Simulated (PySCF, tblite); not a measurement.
Isomers of C8H10SSi, one GFN2-xTB conformer each. Single-point energies are computed at PBE0/pcSseg-1 (PySCF, gas phase, no added dispersion term), electronic only.

Question: Rank them by PBE0/pcSseg-1 energy, lowest first (kcal/mol).
A. `CC(=S)C#CC1=C[SiH2][C@@H]1C`
B. `[CH:1]1=[CH:2][C@H:3]([c:4]2[cH:5][cH:6][cH:7][s:8]2)[SiH2:9][CH2:10]1` with C2–C3–C4–C5 -35°

Answer: B (0.0), A (58.6).

As drawn, the lower has an aromatic ring, which the higher lacks; the higher has a four-membered ring, a C≡C bond and a C=S bond, which the lower lacks. GFN2-xTB itself gives, in the same order: 0.0, 52.0. Both levels put the same isomer lowest.

Question: Which frontier levels, dipoles and rotational constants go with these structures?

Answer: 
```
                     SMILES  HOMO (eV, PBE0/pcSseg-1)  LUMO (eV)  dipole (D)       A, B, C (MHz)
 C1=C[C@H](c2cccs2)[SiH2]C1                     -6.28      -0.30        1.11  2229, 634.6, 580.2
CC(=S)C#CC1=C[SiH2][C@@H]1C                     -6.42      -3.00        3.04  2378, 386.2, 341.4
```

Question: What happens when harmonic zero-point energies from GFN2-xTB frequencies are added?

Answer: 
```
                     SMILES  ZPE (kcal/mol)  electronic (kcal/mol)  with ZPE (kcal/mol)
 C1=C[C@H](c2cccs2)[SiH2]C1            93.1                    0.0                  0.0
CC(=S)C#CC1=C[SiH2][C@@H]1C            91.1                   58.6                 56.6
```

The zero-point energies span 2.0 kcal/mol. The order is unchanged.
